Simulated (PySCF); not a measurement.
**Computed vibrations of [Sm(HCN)]3+**

[Sm(HCN)]3+ (singlet in the valence; each metal's 4f electrons, 5 of them, lie in its core potential, out of spins and levels). PySCF 2.14.0, RKS PBE0, Sm lcecp-1-SVP with ECP51, N def2-SVP, C def2-SVP, H def2-SVP; non-relativistic Hamiltonian with scalar-relativistic core potentials where named; density fitting; no spin-orbit coupling. Central differences of gradients.

```xyz
4

Sm    0.0000    0.0000   -0.4331
N     0.0000    0.0000    1.8331
C     0.0000    0.0000    2.9989
H     0.0000    0.0000    4.1140
```

Run from Python with OMP_NUM_THREADS=2. Where DIIS fails, smearing, a level shift and second-order steps follow.
It took 57 s on 2 threads of Intel(R) Xeon(R) Processor @ 2.50GHz (Skylake/Cascade Lake), on a shared host.

Problem. What are the harmonic wavenumbers and infrared intensities?

Solution. Modes are labelled in C∞v; negative numbers are unstable modes, those under 60 cm⁻¹ near the noise; a finer grid moves soft modes by up to 10 cm⁻¹.
```
cm⁻¹  km/mol  symmetry
 264    81.1         π
 264    81.1         π
 390    40.5        σ+
 872    11.9         π
 872    11.9         π
2145   805.1        σ+
3166   218.6        σ+
```

Problem. Is this a minimum?

Solution. Yes. Ideal gas at 298.15 K and 1 bar: S = 280.9 J/(mol K), Cp = 54.4 J/(mol K), H − H(0 K) = 12.3 kJ/mol (rigid rotor, harmonic modes, spin degeneracy alone, that of the 4f electrons in the core included).

An lcecp potential fixes the number of 4f electrons, so in runs with it no electron can move into or out of that shell.
